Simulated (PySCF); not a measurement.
Cr (SMILES [Cr]), septet. Base run: PBE0/def2-SVP (PySCF).

Input for PySCF:
```python
from pyscf import gto, scf, dft

mol = gto.M(
    atom='''
Cr    0.000000    0.000000    0.000000
''',
    basis='def2-svp',
    charge=0,
    spin=6,
    verbose=4,
)

mf = dft.UKS(mol)
mf.xc = 'pbe0'
mf.kernel()
```

Variants of this job, named by their change:

| change | basis functions | E (Eh) | HOMO (eV) |
|---|---|---|---|
| base | 31 | -1044.07970 | -4.55 |
| basis = cc-pVDZ-DK; relativity = none | 43 | -1041.52972 | -4.81 |
| basis = cc-pVTZ-DK; relativity = spin-free X2C; nucleus = Gaussian (with nucmod='G') | 68 | -1050.57753 | -4.96 |
| basis = cc-pVDZ-DK; relativity = spin-free X2C | 43 | -1050.57531 | -4.94 |
| basis = Sapporo-DKH3-DZP-2012; relativity = spin-free X2C; nucleus = Gaussian (with nucmod='G') | 43 | -1050.55519 | -4.87 |
| basis = cc-pVTZ-DK; relativity = spin-free X2C | 68 | -1050.58043 | -4.96 |
| basis = Sapporo-DKH3-DZP-2012; relativity = none | 43 | -1041.67726 | -4.73 |
| basis = cc-pVTZ-DK; relativity = none | 68 | -1041.54026 | -4.81 |
| basis = cc-pVDZ-DK; relativity = spin-free X2C; nucleus = Gaussian (with nucmod='G') | 43 | -1050.57241 | -4.94 |
| basis = Sapporo-DKH3-DZP-2012; relativity = spin-free X2C | 43 | -1050.55794 | -4.87 |

Absolute energies of different levels of theory aren't comparable as measures of quality.

Open shells are given as the SCF converged; they aren't shown to be the lowest states, and a large step between rows can be another state.

Basis sets contracted for a relativistic Hamiltonian are a mismatch without it, so the rows without relativity aren't non-relativistic limits. No row has spin-orbit coupling; sets with core potentials leave out the core electrons.
